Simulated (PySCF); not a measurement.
`C#C[C@]1(N)CCC1=C`, C$_{7}$H$_{9}$N

Geometry (Å), atoms numbered from 1 in this order:
```xyz
17

C     2.448    0.723   -1.098
C     1.502    0.248   -0.539
C     0.408   -0.354    0.208
N     0.839   -0.989    1.444
C    -0.518   -1.259   -0.650
C    -1.665   -0.247   -0.479
C    -0.771    0.592    0.389
C    -0.917    1.711    1.064
H     3.259    1.150   -1.609
H     1.182   -0.290    2.095
H     1.590   -1.645    1.257
H    -0.179   -1.409   -1.673
H    -0.698   -2.219   -0.173
H    -1.975    0.247   -1.399
H    -2.549   -0.634    0.026
H    -0.109    2.143    1.631
H    -1.854    2.244    1.077
```

Method: GIAO wB97X-D/pcSseg-1 magnetisability, rotational g tensor and spin-rotation constants, non-relativistic, gas phase (PySCF). Geometry: GFN2-xTB.

Question: Give the nuclear spin-rotation constants along the inertial axes (H = +C I·J) beside the isotropic shieldings.

Answer: Rotational constants 2.7538, 1.8266, 1.6711 GHz. A star marks the isotopologue with that one atom substituted, in its own axes.
| atom | isotope | Caa (kHz) | Cbb (kHz) | Ccc (kHz) | mean (kHz) | σ (ppm) |
| --- | --- | --- | --- | --- | --- | --- |
| N4 | 14N | 0.182 | 0.108 | 0.077 | 0.122 | 196.7 |
| H9 | 1H | -0.030 | -0.187 | -0.159 | -0.125 | 29.8 |
| H10 | 1H | -0.349 | -0.032 | -0.124 | -0.168 | 30.6 |
| H11 | 1H | -0.099 | -0.129 | -0.190 | -0.139 | 30.6 |
| H12 | 1H | -0.194 | -0.151 | -0.044 | -0.130 | 29.5 |
| H13 | 1H | -0.300 | -0.023 | -0.100 | -0.141 | 29.6 |
| H14 | 1H | -0.297 | -0.194 | 0.072 | -0.140 | 29.0 |
| H15 | 1H | 0.057 | -0.175 | -0.158 | -0.092 | 29.0 |
| H16 | 1H | -0.096 | -0.064 | -0.093 | -0.084 | 26.4 |
| H17 | 1H | 0.105 | -0.134 | -0.156 | -0.062 | 26.5 |
| C1 | 13C* | 0.388 | 0.510 | 0.453 | 0.450 | 109.1 |
| C2 | 13C* | 0.215 | 0.651 | 0.568 | 0.478 | 92.6 |
| C3 | 13C* | 0.570 | 0.337 | 0.308 | 0.405 | 135.4 |
| C5 | 13C* | 0.465 | 0.343 | 0.241 | 0.350 | 152.2 |
| C6 | 13C* | 0.465 | 0.241 | 0.266 | 0.324 | 161.0 |
| C7 | 13C* | 1.222 | 0.681 | 0.440 | 0.781 | 26.1 |
| C8 | 13C* | 1.027 | 0.500 | 0.365 | 0.631 | 71.3 |

For the geometry as given, no vibrational averaging.

Question: How do the rotational constants and the g tensor change when H9, H10, H11, H12, H13, H14, H15, H16, H17 are replaced by deuterium?

Answer: Constants 2.2706, 1.5713, 1.4256 GHz; g -0.0123, -0.0076, -0.0037, against -0.0146, -0.0086, -0.0046 before.
